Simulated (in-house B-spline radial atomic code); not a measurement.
The numbers below are computed, except where a source is named.
## Extrapolating the RPA correlation energy in partial waves: the iron ion Fe⁸⁺

All-electron RPA on Hartree-Fock orbitals from a B-spline radial code for spherical atoms, scalar-relativistic (spin-free one-electron X2C), finite nucleus, configuration [Ne] 3s2 3p6. With empty states up to angular momentum L the sums are:

```
L  E_c(L) (hartree)
3         -0.999101
4         -1.081692
5         -1.114453
6         -1.129961
7         -1.138219
8         -1.142999
```

For large l each further wave adds A/(l + 1/2)⁴, because the basis must build the cusp where two electrons meet.

(1) Estimate the limit from L = 7 and L = 8.

(2) How good is the estimate?

## Answers

(1) Wave 8 adds -0.004780, against a sum of (l + 1/2)⁻⁴ of 1.91569e-04, so A = -24.952. The sum over l > 8 is ζ(4, 9.5) = 4.5445e-04, close to 1/(3 × 9³) = 4.5725e-04. The tail is -0.011340 and the limit -1.15434 hartree.

(2) A run to L = 11 sums to -1.14912 and extrapolates to -1.15342 hartree, 0.20 millihartree from the run before. The estimate differs from that by -0.92 millihartree, while the bare sum at L = 8 misses 10.4 millihartree (0.9 %).
